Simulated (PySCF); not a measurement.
# Magnetisability: BeO

Geometry (Å), atoms numbered from 1 in this order:
```xyz
2

Be    0.6867   -0.0130   -0.0007
O    -0.6919   -0.0039   -0.0117
```

Method: GIAO B3LYP/aug-pcSseg-1 magnetisability, rotational g tensor and spin-rotation constants, non-relativistic, gas phase (PySCF). Geometry: PBE0-D3(BJ)/def2-SVP, altered.

Q: What are the magnetisability and the molar susceptibility?

A: Isotropic -257 × 10⁻³⁰ J/T², or -15.5 × 10⁻⁶ cm³/mol; principal values -317, -227, -227 × 10⁻³⁰ J/T², anisotropy 89 × 10⁻³⁰ J/T² (root of half the summed squared differences of the principal values). The susceptibility is in cgs units.

Q: Split it along the inertial axes a, b, c into diamagnetic and paramagnetic parts about the centre of mass, with the quadrupole moment.

A: 
```csv
axis,χ (10⁻⁶ cm³/mol),diamagnetic (10⁻⁶ cm³/mol),paramagnetic (10⁻⁶ cm³/mol),summed x² of all electrons (Å²),quadrupole Θ (D Å)
a,-19.1,-19.1,0.0,5.9,+6.72
b,-13.7,-34.7,21.0,2.2,-3.36
c,-13.7,-34.7,21.0,2.2,-3.36
```
Anisotropies 2χaa − χbb − χcc = -10.7 and 2χbb − χaa − χcc = +5.4 × 10⁻⁶ cm³/mol. Θ is traceless in Buckingham's convention.

Q: And the rotational g tensor?

A: 
```tsv
axis	rotational constant (GHz)	g	nuclear part	electronic part
b	46.1273	+0.0123	0.4675	-0.4552
c	46.1273	+0.0123	0.4675	-0.4552
```
Linear; isotopes 9Be, 16O; no vibrational averaging.
